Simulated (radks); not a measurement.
Kinetic energies: the exact non-interacting value of the Kohn-Sham orbitals and orbital-free approximations, as 100 (|E| - |E exact|)/|E exact|, negative where the magnitude is too small. Species: Mn [Ar] 3d5 4s2; Zn [Ar] 3d10 4s2; Cr [Ar] 3d5 4s1. All-electron calculation, non-relativistic Kohn-Sham, r2SCAN, spin-polarised, spherical densities, point nucleus; meta-GGA in the generalised Kohn-Sham scheme. Program: a radial shooting solver on a logarithmic mesh with Libxc functionals. Every spin shell is full or empty, so the densities are truly spherical. Functionals are evaluated on that one density, not self-consistently.

[
 {"functional": "exact (hartree)", "Mn": "1150.06", "Zn": "1778.17", "Cr": "1043.58"},
 {"functional": "Thomas-Fermi", "Mn": "-6.60", "Zn": "-6.33", "Cr": "-6.68"},
 {"functional": "von Weizsacker", "Mn": "-47.25", "Zn": "-50.62", "Cr": "-46.55"},
 {"functional": "TF + vW", "Mn": "+46.15", "Zn": "+43.05", "Cr": "+46.77"},
 {"functional": "TF + vW/9", "Mn": "-0.74", "Zn": "-0.85", "Cr": "-0.74"},
 {"functional": "TF + vW/5", "Mn": "+3.95", "Zn": "+3.54", "Cr": "+4.01"},
 {"functional": "LC94", "Mn": "+0.01", "Zn": "-0.08", "Cr": "+0.01"},
 {"functional": "APBEK", "Mn": "+0.11", "Zn": "+0.01", "Cr": "+0.11"},
 {"functional": "revAPBEK", "Mn": "+0.39", "Zn": "+0.25", "Cr": "+0.39"},
 {"functional": "Perdew 92", "Mn": "-0.73", "Zn": "-0.83", "Cr": "-0.73"},
 {"functional": "Thakkar", "Mn": "-0.36", "Zn": "-0.53", "Cr": "-0.35"},
 {"functional": "Pearson", "Mn": "-1.31", "Zn": "-1.27", "Cr": "-1.34"},
 {"functional": "LKT", "Mn": "+25.49", "Zn": "+23.38", "Cr": "+25.91"},
 {"functional": "PG1", "Mn": "+20.33", "Zn": "+18.52", "Cr": "+20.69"},
 {"functional": "DePristo-Kress", "Mn": "-0.07", "Zn": "-0.17", "Cr": "-0.06"},
 {"functional": "Ernzerhof", "Mn": "-0.29", "Zn": "-0.46", "Cr": "-0.28"}
]
